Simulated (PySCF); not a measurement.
**NMR data sheet: C4H11NO3Si**

```
Formula                               : C4H11NO3Si
SMILES                                : CN[Si@@H](O)O[C@H](C)C=O
InChI                                 : InChI=1S/C4H11NO3Si/c1-4(3-6)8-9(7)5-2/h3-5,7,9H,1-2H3/t4-,9+/m1/s1
Point group of the computed structure : C1
Degrees of unsaturation               : 1
Carbon signals                        : 4
Proton signals                        : 7
```

Bonds (- single, = double, # triple, : aromatic): C1-N2, N2-Si3, Si3-O4, Si3-O5, O5-C6, C6-C7, C6-C8, C8=O9. C1 carries H10, H11, H12; N2 carries H13; Si3 carries H14; O4 carries H15; C6 carries H16; C7 carries H17, H18, H19; C8 carries H20. Stereochemistry as in CN[Si@@H](O)O[C@H](C)C=O.

How the numbers were obtained: coordinates at the GFN2-xTB level, shieldings: GIAO PBE0/pcSseg-1, in PySCF 2.14 (no solvent, non-relativistic, fast rotation and ring inversion assumed for equivalent nuclei, a single conformation).

References, each an isolated molecule treated in the same way: $^{1}$H, $^{13}$C, $^{29}$Si vs TMS; $^{15}$N vs NH3; $^{17}$O vs H2O.

```tsv
carbon	δC, type	δH (multiplicity)	HMBC from (2–3 bonds)	span of the C tensor (ppm)
C1	29.4, CH3	2.70 (s)	H14	53
C6	80.3, CH	4.62 (m)	H20, H14, H17/H18/H19	68
C7	19.2, CH3	1.47 (d)	H20, H16	36
C8	212.4, CH	9.72 (d)	H16, H17/H18/H19	215
```

Other nuclei:
| atoms | nucleus | environment | δ (ppm) | σ (ppm) |
| --- | --- | --- | --- | --- |
| H14 | $^{1}$H | hydrogen on a silicon bonded to N, 2 O | 4.77 | 26.95 |
| H15 | $^{1}$H | hydrogen on an oxygen bonded to Si | 3.17 | 28.55 |
| H13 | $^{1}$H | hydrogen on a nitrogen bonded to C, Si | 0.22 | 31.50 |
| Si3 | $^{29}$Si | silicon bonded to N, 2 O, H | -51.6 | 400.8 |
| N2 | $^{15}$N | nitrogen bonded to C, Si, H | 27.2 | 240.5 |
| O9 | $^{17}$O | aldehyde oxygen | 638.3 | -302.2 |
| O4 | $^{17}$O | oxygen bonded to Si, H | 75.8 | 260.3 |
| O5 | $^{17}$O | oxygen bonded to C, Si | 65.2 | 270.9 |

1. Carbon types of the structure: 2 × CH, 2 × CH3, leaving 3 H on heteroatoms.
2. δC 212.4: aldehyde carbonyl carbon; the double bond to the heteroatom, with no lone-pair donor beside it, deshields it most.
3. δC 80.3: sp3 CH bonded to O, α to a carbonyl; the inductive effect lowers its shielding.
4. δH 9.72: hydrogen on an aldehyde carbonyl carbon; the C=O anisotropy and electron withdrawal place aldehyde protons far downfield.
5. δH 2.70: hydrogen on a methyl carbon bonded to N; its carbon carries N, an electronegative neighbour.
6. δH 0.22: hydrogen on a nitrogen bonded to C, Si; exchangeable, gas-phase position.

Exchangeable OH/NH protons stand at their gas-phase positions; hydrogen bonding in a real sample shifts them, mostly to higher δ. Shifts are as computed. Against solution values, carbons near 30 ppm lie about +3 ppm off and those near 130 ppm about +5 ppm. Of 1309 compounds with measured shifts, 239 miss one by over three times the rms of a fit or turn the order of signals round; such compounds aren't used in these exercises. Unscaled 17O shifts of doubly bonded oxygen tend to come out too high, by tens of ppm or more. Experimental scales use liquid or dissolved standards, which lie at an offset from isolated NH3 (liquid NH3: subtract about 20 ppm) and H2O (liquid H2O: subtract about 36 ppm). Multiplicities follow the n + 1 count of equivalent neighbours, as no J values were calculated; m marks all less simple cases, F and P coupling included.
